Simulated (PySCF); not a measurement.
**Field gradients at the hydrogen positions**

C₂H₁₀Si₃.
Z-matrix (Å and degrees, PBE0-D3(BJ)/def2-SVP geometry), rows numbered from 1:
```
C 
C   1  1.3381
Si  2  1.8711  1  123.74
Si  3  2.3494  2  110.89  1  -110.19
Si  4  2.3442  3  110.81  2  -179.73
H   1  1.0958  2  122.02  3    -1.83
H   1  1.0958  2  121.99  3   178.40
H   2  1.0983  1  118.29  3  -178.07
H   3  1.4980  2  110.78  1   129.94
H   3  1.4972  2  109.20  1    10.17
H   4  1.4991  3  109.40  2   -59.09
H   4  1.4984  3  109.57  2    59.23
H   5  1.4961  4  109.68  3   -60.61
H   5  1.4957  4  111.58  3   178.88
H   5  1.4961  4  109.66  3    58.41
```

Level: PBE0/pcSseg-1 (PySCF, non-relativistic); Q(2H) = 0.00286 b; rigid geometry, the same for H and D, with no vibrational averaging.

Problem. What are Vzz, η and χzz (234.96 MHz × Q × Vzz) at all hydrogens?

Solution. 
```csv
atom,bonded to,bond length (Å),Vzz (au),η,χzz (kHz)
H6,C1,1.096,0.2991,0.05,201
H7,C1,1.096,0.3009,0.04,202
H8,C2,1.098,0.2992,0.04,201
H9,Si3,1.498,0.1392,0.03,94
H10,Si3,1.497,0.1397,0.04,94
H11,Si4,1.499,0.1410,0.00,95
H12,Si4,1.498,0.1413,0.01,95
H13,Si5,1.496,0.1407,0.01,95
H14,Si5,1.496,0.1413,0.01,95
H15,Si5,1.496,0.1407,0.01,95
```

Problem. Average by the element that carries the hydrogen.

Solution. on C: 201 kHz over 3 positions, mean bond length 1.097 Å; on Si: 94 kHz over 7 positions, mean bond length 1.497 Å.

Problem. A static deuteron (I = 1) shows a doublet split by (3/2)χ, (3/4)χ(1 + η) and (3/4)χ(1 − η) with the field along z, y and x of the gradient. What are these for H8?

Solution. With |χ| = 201.0 kHz and η = 0.043: 302, 157 and 144 kHz, to first order and without motion.

Geometry: PBE0-D3(BJ)/def2-SVP, one conformer, isolated molecule. With so small a basis the couplings can be 20 % off.
